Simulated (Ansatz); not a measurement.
C2H7AlS, SMILES [CH3][Al]([CH3])[SH]. Atoms are numbered in the order given.

```xyz
11

Al    -0.3080     0.2286    -0.0943
C     -2.0814    -0.5700    -0.2916
H     -2.0719    -1.6680    -0.2040
H     -2.5197    -0.3135    -1.2725
H     -2.7754    -0.1767     0.4723
C      0.0739     2.1479    -0.1945
H      0.7810     2.3713    -1.0126
H      0.5455     2.5108     0.7355
H     -0.8344     2.7489    -0.3652
S      1.3591    -1.1694     0.2650
H      2.3145    -0.2123     0.3289
```

Coordinates come from a B3LYP-D3(BJ)/def2-SVP optimisation. One conformer was computed; it need not be the lowest.

Two levels are set side by side: PBE-D3(BJ)/def2-SVP (Ansatz, an electronic-structure program) and B3LYP-D3(BJ)/def2-SVP (Ansatz). Each level has its own optimised geometry; the coordinates shown are those of the second. Differences are taken from unrounded values.

| quantity | B3LYP-D3(BJ) | PBE-D3(BJ) | PBE-D3(BJ) minus B3LYP-D3(BJ) |
|---|---|---|---|
| mean bond length (Å) | 1.409 | 1.417 | 0.007 |
| bond Al1–C2 (Å) | 1.955 | 1.962 | 0.007 |
| bond Al1–C6 (Å) | 1.959 | 1.967 | 0.007 |
| bond Al1–S10 (Å) | 2.205 | 2.214 | 0.009 |
| bond C2–H3 (Å) | 1.102 | 1.109 | 0.007 |
| bond C2–H4 (Å) | 1.105 | 1.111 | 0.007 |
| bond C2–H5 (Å) | 1.105 | 1.111 | 0.007 |
| bond C6–H7 (Å) | 1.104 | 1.111 | 0.007 |
| bond C6–H8 (Å) | 1.104 | 1.111 | 0.007 |
| bond C6–H9 (Å) | 1.102 | 1.109 | 0.007 |
| bond S10–H11 (Å) | 1.354 | 1.363 | 0.009 |

GGA bonds tend to be longer and softer than those of functionals with exact exchange. Differences between two approximate levels are no errors against the true value.
